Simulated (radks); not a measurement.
Spherical quantum dot in the effective-mass picture: electrons in a parabolic well V = omega^2 r^2 / 2 with omega = 0.0833, all in effective atomic units (hartree* = m*/eps^2 hartree, bohr* = eps/m* bohr), one dielectric constant everywhere. Calculated with a radial shooting solver with Libxc functionals: non-relativistic Kohn-Sham, LDA (Slater exchange, Perdew-Wang correlation), spin-polarised, spherical densities. Levels are named by radial order and angular momentum (1s, 1p, 1d, 2s, ...), and open shells are averaged over m.

N = 12, configuration 1s2 1p6 1d(up 4, down 0). This is the lowest configuration that the search found (a dilute case). Occupied and some empty levels:

level    occupation  eigenvalue (hartree*)  <r> (bohr*)
1s up             1                 1.3791        7.844
1s down           1                 1.3889        7.504
1p up             3                 1.4000        8.918
1p down           3                 1.4118        8.834
1d up             4                 1.4287        9.681
1d down           0                 1.4411        9.701
2s up             0                 1.4510        7.448
2s down           0                 1.4564        7.609
1f up             0                 1.4637        10.30
1f down           0                 1.4760        10.37
2p up             0                 1.4930        8.638
2p down           0                 1.4996        8.641

Energy (hartree*): total 10.0568, kinetic 0.54395, external 3.5769, Hartree 7.2588, exchange-correlation -1.3229.
